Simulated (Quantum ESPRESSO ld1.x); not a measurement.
Problem. Species: Ho4+. Configuration: [Kr] 4d10 4f9 5p6 6p2 (not the ground configuration). Method: scalar-relativistic Kohn-Sham, LDA (Slater exchange, VWN5 correlation), spin-polarised, spherical densities, point nucleus; open shells are filled with parallel spins first; computed with ld1.x of Quantum ESPRESSO 7.5. Some entries of the table are withheld. Estimate them.

orbital,occ.,eigenvalue (hartree),<1/r> (bohr^-1)
1s up,1,-2040.44,76.01
1s down,1,-2040.44,76.01
2s up,1,-343.577,17.68
2s down,1,-343.572,17.68
2p up,3,-304.799,16.38
2p down,3,-304.795,16.38
3s up,1,-78.8745,6.507
3s down,1,-78.7849,6.512
3p up,3,-67.0261,6.091
3p down,3,-66.9370,6.096
3d up,5,-51.9543,5.777
3d down,5,-51.8846,5.782
4s up,1,-17.7815,2.758
4s down,1,-17.6008,2.757
4p up,3,-13.8679,2.529
4p down,3,-13.6903,2.527
4d up,5,-8.57659,2.241
4d down,5,-8.40324,2.238
5s up,0,-4.15766,1.123
5s down,0,-4.06600,1.112
5p up,3,-3.11159,0.9795
5p down,3,-3.03618,0.9692
4f up,7,-2.75050,(1)
4f down,2,-2.58848,(2)
5d up,0,-1.79708,0.7465
5d down,0,-1.73708,0.7435
6p up,2,-1.18620,0.4419
6p down,0,-1.11073,0.4367

Solution. 
(1) 4f up <1/r> (bohr^-1): 1.756
(2) 4f down <1/r> (bohr^-1): 1.739
